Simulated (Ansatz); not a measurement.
H2Ge, triplet, geometry from GFN2-xTB (the spin is typed, not shown lowest). Base run: CAM-B3LYP/STO-3G run with Ansatz (a quantum-chemistry and plane-wave program).

Geometry (Å):
```xyz
3

Ge     0.0016     0.0004     0.0529
H     -0.0681    -1.2869    -0.8357
H      0.0180     1.2746    -0.8568
```
Charge 0, spin multiplicity 3.
Orbitals are unrestricted.
All else is at Ansatz's defaults.

Each row names what was changed in the base input (with any setting that the change needs).

```json
[
 {"change": "base", "basis functions": "20", "E (Eh)": "-2054.15072"},
 {"change": "basis = 6-31G", "basis functions": "33", "E (Eh)": "-2077.86029"},
 {"change": "basis = def2-SV(P)", "basis functions": "36", "E (Eh)": "-2077.95285"},
 {"change": "basis = pc-1", "basis functions": "37", "E (Eh)": "-2078.14917"},
 {"change": "basis = pcseg-1", "basis functions": "37", "E (Eh)": "-2077.99065"},
 {"change": "basis = 6-31G*", "basis functions": "39", "E (Eh)": "-2077.93838"},
 {"change": "basis = def2-SVP", "basis functions": "42", "E (Eh)": "-2077.95657"},
 {"change": "basis = 6-31G**", "basis functions": "45", "E (Eh)": "-2077.94160"},
 {"change": "basis = def2-TZVP", "basis functions": "60", "E (Eh)": "-2078.22026"},
 {"change": "basis = cc-pVTZ", "basis functions": "71", "E (Eh)": "-2078.26000"},
 {"change": "basis = def2-TZVPP", "basis functions": "76", "E (Eh)": "-2078.22083"},
 {"change": "basis = aug-cc-pVTZ", "basis functions": "105", "E (Eh)": "-2078.26029"},
 {"change": "basis = def2-QZVPP", "basis functions": "149", "E (Eh)": "-2078.26819"}
]
```

Totals compare only among sets that treat the same electrons; sets with core potentials leave the core out.
